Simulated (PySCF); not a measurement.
Gas-phase reaction: SnO₂ + 2 H ⇌ SnO + H₂O

Computed with PySCF and rigid-rotor harmonic-oscillator thermochemistry at 1 bar. † marks an energy on the PBE0/def2-TZVP geometry and frequencies. CCSD(T) freezes the core. Open shells (unrestricted): H (multiplicity 2); the rest are closed-shell singlets. Sn: scalar-relativistic def2 core potential, no spin-orbit coupling. SnO₂: computed as isolated molecules; such fragments, hydroxides, amides, oligomers or adducts are transient or little studied in the gas. CCSD(T) isn't extrapolated to the basis-set limit; its ΔH°(298 K) is -689.1 kJ in def2-SVP and -678.9 kJ in def2-TZVPP. The harmonic model lacks anharmonicity and excited electronic states, which grow with temperature; levels with a mode under 35 cm⁻¹ are left out. Warning, large T1 diagnostic: SnO, SnO₂ (CCSD(T)/def2-SVP†, CCSD(T)/def2-TZVPP†).

ΔH° and ΔS° at 298 K: CCSD(T)/def2-SVP† -689 kJ, -65 J/K; CCSD(T)/def2-TZVPP† -679 kJ, -65 J/K; HF/def2-TZVP† -627 kJ, -65 J/K.

With the heat capacities included, give log10 K (1 bar) at 500, 1000, 1800, 2000, 2500 K from CCSD(T)/def2-SVP†, CCSD(T)/def2-TZVPP†, HF/def2-TZVP†.


```tsv
T (K)	CCSD(T)/def2-SVP†	CCSD(T)/def2-TZVPP†	HF/def2-TZVP†
500	68.4	67.4	61.9
1000	31.9	31.4	28.6
1800	15.3	15.0	13.5
2000	13.2	12.9	11.5
2500	9.3	9.1	8.0
```
